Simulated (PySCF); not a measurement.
CH3F5Si2, SMILES F[SiH](F)C[Si](F)(F)F.

Geometry optimised at B3LYP-D3(BJ)/def2-SVP. This is a generated structure with no PubChem entry under its InChIKey; it may be hypothetical. One conformer was computed; it need not be the lowest.

Two levels are set side by side: TDA-PBE/def2-SVPD (PySCF) and TDA-PBE0/def2-SVPD (PySCF). Vertical, same geometry. The lowest singlet is HOMO→LUMO 88 % with PBE and HOMO→LUMO+1 93 % with the other functional; states are paired by order. Differences are taken from unrounded values.

```csv
quantity,TDA-PBE
lowest singlet excitation (eV),7.95
lowest triplet excitation (TDA) (eV),7.61
first bright state (f over 0.05) (eV),7.95
its oscillator strength,0.06
```

Question: These are the TDA-PBE values. What does TDA-PBE0 give? (An estimate is asked for; the answer gives what the named calculation found.)

Answer: 
| quantity | TDA-PBE0 | TDA-PBE minus TDA-PBE0 |
|---|---|---|
| lowest singlet excitation (eV) | 8.81 | -0.85 |
| lowest triplet excitation (TDA) (eV) | 8.19 | -0.58 |
| first bright state (f over 0.05) (eV) | 9.06 | -1.11 |
| its oscillator strength | 0.11 | -0.05 |

A lower first singlet is the usual sign of a functional without exact exchange. Differences between two approximate levels are no errors against the true value.

Rough cost on one machine, each run with all the roots and properties that it gave: TDA-PBE0 against TDA-PBE about 2 times.
